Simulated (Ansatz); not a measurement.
Pulling on the H–H spacing in H6 ring (multiplicity 1 held). Energies count from the point at 0.900 Å.
Geometry at that point (charge 0, multiplicity 1):
```csv
atom,x (Å),y (Å),z (Å)
H,0.9000,0.0000,0.0000
H,0.4500,0.7794,0.0000
H,-0.4500,0.7794,0.0000
H,-0.9000,0.0000,0.0000
H,-0.4500,-0.7794,0.0000
H,0.4500,-0.7794,0.0000
```

R- and RO- levels are restricted; in cc, def2 and unpolarised 6-31G sets they are followed outwards from rest. Unrestricted levels (U-) break spin symmetry where that is lower. Full CI gives the lowest state of the spin. Levels need not reach the same state.

Programs: Ansatz (a quantum-chemistry and plane-wave program). Values without a source in brackets are computed.

The comparison value is 10.170 eV (FCI/cc-pVDZ). Full CI is exact for the correlated electrons in its own basis alone.

### Question
Order these levels by the size of their error in the energy at R = 3.600 Å, against full CI in the same basis, smallest first: U-MP2/cc-pVDZ, U-SCS-MP2/cc-pVDZ, R-SCS-MP2/cc-pVDZ, U-CCSD/cc-pVDZ, R-MP2/cc-pVDZ. Give each level's value less the comparison value.

### Answer
U-CCSD/cc-pVDZ (-0.081 eV), U-SCS-MP2/cc-pVDZ (-0.474 eV), U-MP2/cc-pVDZ (-0.667 eV), R-SCS-MP2/cc-pVDZ (5.866 eV), R-MP2/cc-pVDZ (7.213 eV)

Doubts at one or more of the structures used: a spin-contaminated determinant (U-MP2/cc-pVDZ, U-SCS-MP2/cc-pVDZ, U-CCSD/cc-pVDZ); a restricted determinant that unrestricted orbitals would lower (R-SCS-MP2/cc-pVDZ, R-MP2/cc-pVDZ).
